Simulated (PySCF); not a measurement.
## BiH: frontier orbitals

UHF at R = 1.805 Å; Bi def2-SVPD with ECP60, H def2-SVPD; scalar-relativistic core potentials (PySCF 2.14). State: ³Σ⁻ (triplet), unpaired electrons π ↑↑. Only the outer orbitals are listed, counted within each symmetry, core potentials removing the inner ones.

```
spin  orbital  occ.  ε (eV)  on Bi (%)           main shells (%)
   α       4σ     1  -21.29         93                   92 Bi s
   α       5σ     1  -11.01         61           53 Bi p, 39 H s
   α       3π     1   -8.57        100                  100 Bi p
   α       3π     1   -8.57        100                  100 Bi p
   α       6σ     0    1.90         98                   90 Bi s
   α       7σ     0    3.02         86  57 Bi d, 19 Bi p, 10 H s
   α       2δ     0    4.21        100                  100 Bi d
   β       4σ     1  -17.93         82           80 Bi s, 18 H s
   β       5σ     1  -10.68         54  46 H s, 37 Bi p, 16 Bi s
   β       3π     0    0.84         97                   97 Bi p
   β       3π     0    0.84         97                   97 Bi p
   β       6σ     0    2.24         99                   86 Bi s
```

Q: Which are the highest filled and the lowest empty level, where do they sit, and how wide is the gap?

A: Highest filled α 3π at -8.57 eV (in %: 100 Bi p); lowest empty β 3π at 0.84 eV (in %: 97 Bi p); the gap at UHF is 9.41 eV. Both belong to one degenerate shell, split only by its one-sided filling, so this is no excitation gap. An empty level above zero is unbound, and its energy depends on the basis.

The bond order (Mayer) is 0.92, the ⟨S²⟩ is 2.021 and the charge on Bi (Mulliken, basis-dependent) is 0.12. The charge on Bi (Löwdin, basis-dependent) is 0.35. The dipole moment (positive dipole means Bi(−)H(+)) is -0.68 D and the polarisability along the bond is 53.3 bohr³. The polarisability across the bond is 47.5 bohr³.

Spin–orbit coupling is left out, which matters for elements this heavy, above all for dissociation energies. The state was picked by a PBE0 search and need not be the measured ground state.
